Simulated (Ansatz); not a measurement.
Species: WO$_{2}$ (charge 0, singlet). 
Coordinates optimised at B3LYP-D3(BJ)/def2-TZVP (Ansatz, a quantum-chemistry and plane-wave program):
```xyz
3

W      0.0048     0.0008    -0.1837
O      1.3129     0.0181     0.8844
O     -1.3573    -0.0253     0.8144
```
Charge 0, spin multiplicity 1.

Property: vertical triplet-singlet gap (E(triplet) - E(singlet); each state is the SCF solution reached for its spin; for the singlet the Hartree-Fock reference is unstable and T1 is 0.035), in kJ/mol. Cores are frozen in the correlated levels unless marked. Open shells are spin-unrestricted. Spin-orbit coupling is left out. Frozen are the shells of the preceding noble gas and the d and f shells that filled before the atom's block. Past Kr the def2 sets carry scalar-relativistic core potentials. CBS(X,Y): correlation extrapolated as X^-3; Hartree-Fock from the larger set. [CCSD(T)-MP2]/basis is that difference in the basis named.

```tsv
level	program	vertical triplet-singlet gap (kJ/mol)
PBE/def2-TZVPD	Ansatz	30.9
PBE0/def2-TZVPD	Ansatz	7.8
wB97X-V/def2-TZVPD	Ansatz	22.6
B2PLYP/def2-TZVPD	Ansatz	?
SCS-MP2/def2-SVPD	Ansatz	57.1
RI-MP2/CBS(def2-TZVPPD,def2-QZVPPD)+[CCSD(T)-MP2]/def2-TZVPPD	Ansatz	?
```

Complete the blanks.


- B2PLYP/def2-TZVPD, vertical triplet-singlet gap (kJ/mol): 36.0
- RI-MP2/CBS(def2-TZVPPD,def2-QZVPPD)+[CCSD(T)-MP2]/def2-TZVPPD, vertical triplet-singlet gap (kJ/mol): 44.2
